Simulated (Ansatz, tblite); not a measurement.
Forces on Ca₄O₃⁺ at its PBE0-D4/def2-SVP geometry. Total charge 1; doublet.

The xTB rows come from tblite. The structure comes from a short search, and lower isomers may exist.

GFN1-xTB (tblite), largest force 0.57 eV/Å:

```xyz
7
positions Å, forces eV/Å
Ca    2.029    0.208   -0.707   -0.531   -0.076    0.196
Ca   -0.427    1.646    1.330    0.108   -0.451   -0.334
Ca   -0.195   -1.414    0.763   -0.029   -0.208    0.112
Ca   -1.328    0.137   -1.697    0.343   -0.058    0.454
O    -1.629    0.185    0.392   -0.215    0.323   -0.097
O     0.402   -1.005   -1.293    0.104    0.137   -0.361
O     1.147    0.243    1.211    0.221    0.333    0.031
```

GFN2-xTB (tblite), largest force 0.68 eV/Å:

```
Ca 0.008 -0.127 0.061
Ca -0.023 -0.109 0.087
Ca -0.083 -0.597 0.322
Ca -0.035 -0.128 0.048
O 0.193 0.285 -0.200
O 0.005 0.396 -0.043
O -0.065 0.280 -0.276
```

r2SCAN-D4/def2-TZVP (Ansatz), largest force 0.06 eV/Å:

```
Ca 0.019 0.053 -0.032
Ca 0.004 0.061 -0.020
Ca -0.005 -0.027 0.015
Ca -0.002 0.053 -0.037
O -0.040 -0.039 0.031
O 0.004 -0.064 -0.005
O 0.020 -0.037 0.048
```
